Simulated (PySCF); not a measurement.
# Correlation energy of S (sulfur, neutral)

[Ne] 3s2 3p4, high-spin 3P determinant. Computed with PySCF 2.14 in aug-cc-pCVTZ-DK with one added diffuse shell each of s, p, d, f type (9s8p6d4f, 91 functions), with the spin-free X2C one-electron Hamiltonian (Gaussian nucleus). Frozen: 1s2; 14 electrons correlated.

```tsv
level	correlation energy (mhartree)
CCSD	-437.97
(T)	-7.46
CCSD(T)	-445.43
```

Diagnostics: T1 = 0.0074, D1 = 0.0341, largest double amplitude 0.031.

Q: Is a single reference adequate?

A: Yes: T1 lies below 0.03 and no double amplitude reaches 0.07.
